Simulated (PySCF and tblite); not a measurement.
Results of a calculation; reference values are marked as such.
System: C6H11OS (charge +1), numbered as in [CH2:1]=[CH:2][C+:3]([CH3:4])[CH2:5][S@:6]([CH3:7])=[O:8].

Motion: rotation about the C2–C3 bond (torsion C1–C2–C3–C4 from -19° to 186°, rising). GFN2-xTB gives an electronic barrier of 6.9 kcal/mol and a reaction energy of 0.5 kcal/mol.

The ion is treated without a counter-ion.

BP86/pcSseg-1 + D3(BJ) on GFN2-xTB geometries gives 12.1 kcal/mol and k(298 K) = 1.9×10⁴ s⁻¹.

Task: What does PBE0/6-31++G** + D3(BJ) give on GFN2-xTB geometries?

Result: A barrier of 12.8 kcal/mol, 0.7 above the first DFT barrier (from unrounded values), a reaction energy of 0.7 kcal/mol and, with GFN2-xTB thermal terms, ΔG‡(298 K) = 12.3 kcal/mol and k = 5820 s⁻¹ (1 equivalent path).

Task: At the first level the ¹³C lines of C4 (start) / C4 (end) span 245 Hz and merge at 239 K (90 MHz). What does the second level predict?

Result: A span of 211 Hz and merging at 252 K.

Programs: tblite and PySCF.
